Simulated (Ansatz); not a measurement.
Consider the formal exchange of groups at a C–O bond: `OC(O)(O)O` + SiH₄ → `OC(O)(O)[SiH3]` + H₂O.

Program: Ansatz. Geometries: PBE0-D4/def2-TZVP. ΔE: electronic, gas phase. CCSD(T)/CBS adds triple-zeta CCSD(T) − MP2 to the extrapolated MP2 energy (def2 sets, frozen cores). This one scheme is used for every species. DFT in def2-TZVPP. Each species was taken in one conformer, which may not be the lowest.

`OC(O)(O)O`:

Z-matrix (Å, degrees):
```
C
O 1 1.382
O 1 1.382 2 107.3
O 1 1.382 2 113.9 3 -118.6
O 1 1.382 2 107.3 3 122.8
H 2 0.963 1 107.2 3 44.1
H 3 0.963 1 107.2 2 -166.9
H 4 0.963 1 107.2 2 -74.5
H 5 0.963 1 107.2 2 -44.1
```

SiH₄:

Z-matrix (Å, degrees):
```
Si
H 1 1.485
H 1 1.485 2 109.5
H 1 1.485 2 109.5 3 -120.0
H 1 1.485 2 109.5 3 120.0
```

`OC(O)(O)[SiH3]`:

Z-matrix (Å, degrees):
```
C
O 1 1.397
O 1 1.380 2 108.5
O 1 1.412 2 105.1 3 119.8
Si 1 1.927 2 111.3 3 -118.6
H 2 0.963 1 107.4 3 -149.2
H 3 0.968 1 107.0 2 46.5
H 4 0.962 1 108.0 2 -175.0
H 5 1.482 1 110.6 2 64.5
H 5 1.485 1 107.1 2 -55.9
H 5 1.488 1 109.3 2 -174.0
```

H₂O:

Cartesian coordinates in Å:
```
O 0.041 -0.287 0.259
H -0.734 -0.084 -0.269
H 0.693 0.371 0.010
```

```json
{"level": "B2PLYP", "ΔE (kJ/mol)": "23.7"}
{"level": "MP2/def2-TZVPP", "ΔE (kJ/mol)": "19.4"}
```

Problem. What does CCSD(T)/CBS give? (An estimate is asked.)

Solution. Ansatz gave: +14.2 kJ/mol. The listed levels differ from it by 9.5, 5.2 kJ/mol.

Largest T1 diagnostic among the species: 0.012.

From PBE to PBE0 (25 % exact exchange), in def2-TZVPP and without D4, ΔE moves by +8.7 kJ/mol. The D4 term adds −6.4 kJ/mol with B3LYP and −3.6 kJ/mol with PBE0; it sums over pairs of atoms, weighted by their polarisabilities, and B3LYP, whose exchange is more repulsive, gets the larger term. In def2-TZVPP, CCSD(T) changes the Hartree–Fock value by −26.6 kJ/mol (the triples alone add −3.0 kJ/mol) and MP2 by −32.2 kJ/mol.

B3LYP here is the variant with VWN-RPA as its local correlation; programs differ in this.
